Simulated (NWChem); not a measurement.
## Correlation energy of silole (C₄H₆Si)

```
C
C 1 1.3499
H 2 1.0918 1 122.45
H 1 1.0962 2 123.39 3 0.00
C 1 1.4809 4 119.52 2 180.00
C 5 1.3499 1 117.09 4 180.00
H 6 1.0918 5 122.45 1 180.00
H 5 1.0962 6 123.39 7 0.00
Si 2 1.8742 3 130.96 1 180.00
H 9 1.4960 2 113.93 3 62.32
H 9 1.4960 10 108.09 2 127.71
```
Charge 0, spin multiplicity 1.

Everything below was run with NWChem. The geometry was optimised at PBE0/def2-SVP, a minimum by its harmonic frequencies. It is one conformer; others weren't searched.

Basis set: STO-3G. Each correlation energy counts from its own Hartree-Fock reference.

The correlated methods keep 9 core orbitals frozen. Coupled-cluster values serve here as a point of comparison, not as the truth.

**Question.** For the correlation energy, MP2 gives -284.5 mHa and SCS-MP2 gives -300.7 mHa. What do CR-CCSD[T], CR-CCSD(T), CCSD give?

**Answer.** CR-CCSD[T]: -358.3 mHa; CR-CCSD(T): -358.2 mHa; CCSD: -354.9 mHa.
